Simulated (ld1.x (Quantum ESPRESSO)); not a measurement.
# Ranking ultrasoft potentials for Ir

All share these settings but for the change named:

iridium, ultrasoft, made with ld1.x (Quantum ESPRESSO) 7.5 (PBE, scalar-relativistic). Core [Xe] 4f14, reference 5d7 6s2 6p0. Waves: 6s (bound): rcut 1.80, rcutus 2.30 bohr; 6s channel at 3.75 Ry: rcut 1.80, rcutus 2.30 bohr; 6p (bound, empty): rcut 2.80, rcutus 3.40 bohr; 6p channel at 0.2 Ry: rcut 2.80, rcutus 3.40 bohr; 5d (bound): rcut 1.50, rcutus 1.75 bohr; 5d channel at 0.4 Ry: rcut 1.50, rcutus 1.75 bohr; 5f channel at 0.05 Ry: rcut 2.75, rcutus 3.40 bohr; 5f channel at 2.8 Ry: rcut 2.75, rcutus 3.40 bohr. Local part: all-electron potential smoothed inside 3.35 bohr (lloc = -1). Core correction: Bessel-smoothed model core, default radius (core density twice the valence density). Augmentation charge: PSQ, radius 1.65 bohr.

Test errors are all-electron minus pseudo excitation energies from the reference, over 5d7 6s1 6p0; 5d7 6s0 6p0; 5d6 6s0 6p0; 5d7.5 6s1.5 6p0; 5d8 6s1 6p0; 5d7 6s1.5 6p0; 5d6 6s2 6p0. None of these files shows a bound ghost.

The base gives 226.3 meV.

Of 10 variants that were run, those that failed, showed a ghost or another fault, or gave nearly equal values are left out.

A variant can come out equal or close to the base, since the largest error may sit in a test that the change hardly touches while other tests move.

Question: Rank these variants by their largest absolute test error, smallest first.
A. type TM; waves now 6p (bound): rc 3.40 bohr; 5d (bound): rc 1.75 bohr; 5f channel at 0.05 Ry: rc 3.40 bohr; 6s (bound): rc 2.30 bohr; local potential the s channel
B. core correction Bessel-smoothed model core inside 2.08 bohr
C. wave 6p channel at 0.2 Ry: rcut 2.80, rcutus 3.40 bohr becomes 6p channel at 3.47 Ry: rcut 2.80, rcutus 3.40 bohr

Answer: A (164.7 meV), B (191.3 meV), C (226.3 meV).
